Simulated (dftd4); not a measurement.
C2H9AlOSi (SMILES [CH3][Al]([CH3])[O][SiH3]), singlet, geometry from GFN2-xTB (such geometries of metal compounds can be far from the true shape); D4 for pbe run with dftd4.

The dftd4 input:
```
$ dftd4 mol.xyz --func pbe --charge 0 --json dftd4.json --noedisp --grad

# file mol.xyz
14

Al     0.16418219     0.80306897     0.52935491
C      1.71992852     1.91197601    -0.04275149
H      2.65378921     1.34370309     0.00714559
H      1.85268461     2.80857798     0.56567260
H      1.61632416     2.23576822    -1.08292934
C     -1.10034460     1.11363958     2.03992938
H     -1.09292977     0.27495355     2.74276804
H     -2.13109745     1.20242795     1.68352884
H     -0.87444355     2.01710462     2.60931924
O     -0.12203492    -0.58596264    -0.38609585
Si    -0.39320375    -1.92451346    -1.27014763
H     -1.59910444    -2.56410911    -0.74057254
H      0.78190080    -2.78542267    -1.12070468
H     -0.57786386    -1.49570395    -2.65807554
```

The log (banner, timings and long lists left out):

```
                    ____  _____ _____     ____  _  _
      -------------|  _ \|  ___|_   _|---|  _ \| || |------------
     |             | | | | |_    | | ___ | | | | || |_           |
     |             | |_| |  _|   | ||___|| |_| |__   _|          |
     |             |____/|_|     |_|     |____/   |_|            |
     |             ===================================           |
     |            E. Caldeweyher, S. Ehlert & S. Grimme          |
     |          Mulliken Center for Theoretical Chemistry        |
     |                    University of Bonn                     |
      -----------------------------------------------------------

Rational (Becke-Johnson) damping: pbe-D4-ATM
---------------------
  s6         1.0000
  s8         0.9595
  s9         1.0000
  a1         0.3857
  a2         4.8069
 alp        16.0000
--------------------

Dispersion energy:      -9.4705618448668E-03 Eh

Gradient norm:           7.8619079099593E-04 Eh/a0
--------------------------------------------------
     #    Z           dE/dx      dE/dy      dE/dz
--------------------------------------------------
     1   13 Al    2.854E-05  1.399E-04  9.231E-05
     2    6 C     2.882E-04  2.472E-04 -7.023E-05
     3    1 H     5.524E-05  5.732E-05 -2.848E-06
     4    1 H     5.808E-05  3.283E-05 -2.883E-05
     5    1 H     5.406E-05  5.962E-05 -3.725E-06
     6    6 C    -2.156E-04  1.049E-04  3.023E-04
     7    1 H    -3.472E-05  3.251E-05  6.481E-05
     8    1 H    -3.666E-05  3.388E-05  6.257E-05
     9    1 H    -5.088E-05  2.029E-06  5.180E-05
    10    8 O    -4.152E-05 -2.001E-04 -1.320E-04
    11   14 Si   -7.137E-05 -3.519E-04 -2.325E-04
    12    1 H    -1.902E-05 -5.708E-05 -3.172E-05
    13    1 H     6.115E-07 -5.744E-05 -2.754E-05
    14    1 H    -1.492E-05 -4.370E-05 -4.446E-05
--------------------------------------------------

Virial:
--------------------------------------------------
      component           x          y          z
--------------------------------------------------
          x       2.480E-03  1.449E-03 -1.119E-03
          y       1.449E-03  4.203E-03  2.136E-03
          z      -1.119E-03  2.136E-03  3.011E-03
--------------------------------------------------

[Info] Dispersion results written to 'dftd4.txt'
[Info] JSON dump of results written to 'dftd4.json'
```
